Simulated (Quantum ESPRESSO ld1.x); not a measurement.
Ir III, configuration [Xe] 4f14 5d6 6p1 (not the ground configuration). Calculated with ld1.x of Quantum ESPRESSO 7.5: Dirac Kohn-Sham, PBE, spin-unpolarised, spherical densities, point nucleus; open shells fill j = l - 1/2 first.

Spin-orbit splittings of the eigenvalues, e(l+1/2) - e(l-1/2), with zeta = 2 splitting/(2l+1) and mean radii in bohr:

| shell | occ. | splitting (eV) | zeta (eV) | <r> j=l-1/2 | <r> j=l+1/2 |
|---|---|---|---|---|---|
| 2p | 6 | 1628 | 1085 | 0.06017 | 0.06848 |
| 3p | 6 | 356.4 | 237.6 | 0.1801 | 0.1954 |
| 3d | 10 | 77.01 | 30.80 | 0.1705 | 0.1752 |
| 4p | 6 | 84.30 | 56.20 | 0.4267 | 0.4604 |
| 4d | 10 | 15.64 | 6.258 | 0.4719 | 0.4832 |
| 4f | 14 | 3.120 | 0.8915 | 0.5312 | 0.5388 |
| 5p | 6 | 13.70 | 9.136 | 1.061 | 1.157 |
| 5d | 6 | 1.402 | 0.5609 | 1.549 | 1.598 |
| 6p | 1 | 1.528 | 1.019 | 2.960 | 3.205 |
